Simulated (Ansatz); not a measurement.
`C[Si](O)(Br)O[SiH3]` → `CO[SiH3]` + `O[Si]Br`  (silylene formation by 1,1-elimination)

Gas-phase electronic energies from Ansatz, PBE0-D4/def2-TZVP geometries. CCSD(T)/CBS adds triple-zeta CCSD(T) − MP2 to the extrapolated MP2 energy (def2 sets, frozen cores). Functionals use def2-TZVPP. HSE06 is defined as in plane-wave codes. For Br outer-core shells are correlated without core-valence functions, which leaves a few kJ/mol of doubt a bond. Scalar relativity is left out up to krypton. Each species was taken in one conformer, which may not be the lowest.

`C[Si](O)(Br)O[SiH3]`:

```xyz
13

C     0.645   -1.977    0.465
Si   -0.479   -0.524    0.399
O    -1.266   -0.427    1.821
Br   -1.983   -0.762   -1.245
O     0.334    0.844    0.078
Si    0.483    2.086   -0.987
H     1.182   -2.090   -0.478
H     0.080   -2.890    0.658
H     1.374   -1.841    1.268
H    -1.989    0.196    1.904
H     1.592    2.945   -0.507
H    -0.774    2.873   -1.037
H     0.800    1.568   -2.341
```

`CO[SiH3]`:

```xyz
9

C     1.140    0.392    0.633
O     0.326    0.520   -0.509
Si   -1.076   -0.316   -0.689
H     0.604    0.685    1.544
H     2.003    1.048    0.514
H     1.500   -0.636    0.757
H    -1.639    0.086   -1.998
H    -2.031    0.007    0.408
H    -0.827   -1.785   -0.661
```

`O[Si]Br`:

```xyz
4

O     0.830   -0.708    0.228
Si   -0.778   -0.634    0.520
Br   -1.324    1.348   -0.488
H     1.273   -0.006   -0.261
```

| level | ΔE (kJ/mol) | difference from CCSD(T)/CBS |
| --- | --- | --- |
| revPBE-D4 | 344.8 | -35.3 |
| r2SCANh-D4 | 391.0 | 10.9 |
| HSE06-D4 | 372.5 | -7.6 |
| revPBE | 314.6 | -65.5 |
| PBE0 | 360.3 | -19.8 |
| CCSD(T)/def2-SVP | 336.7 | -43.4 |
| MP2/def2-TZVPP | 393.4 | 13.3 |
| MP2/def2-QZVPP | 398.8 | 18.7 |
| SCS-MP2/def2-QZVPP | 384.2 | 4.1 |
| CCSD/CBS(def2) | 380.8 | 0.7 |
| CCSD(T)/CBS | 380.1 | 0 |

Largest T1 diagnostic among the species: 0.012.

In def2-TZVPP, CCSD(T) changes the Hartree–Fock value by +3.6 kJ/mol (the triples alone add −0.7 kJ/mol) and MP2 by +25.2 kJ/mol. The D4 term adds +23.3 kJ/mol with B3LYP and +13.2 kJ/mol with PBE0; it sums over pairs of atoms, weighted by their polarisabilities, and B3LYP, whose exchange is more repulsive, gets the larger term.

B3LYP here is the variant with VWN-RPA as its local correlation; programs differ in this.
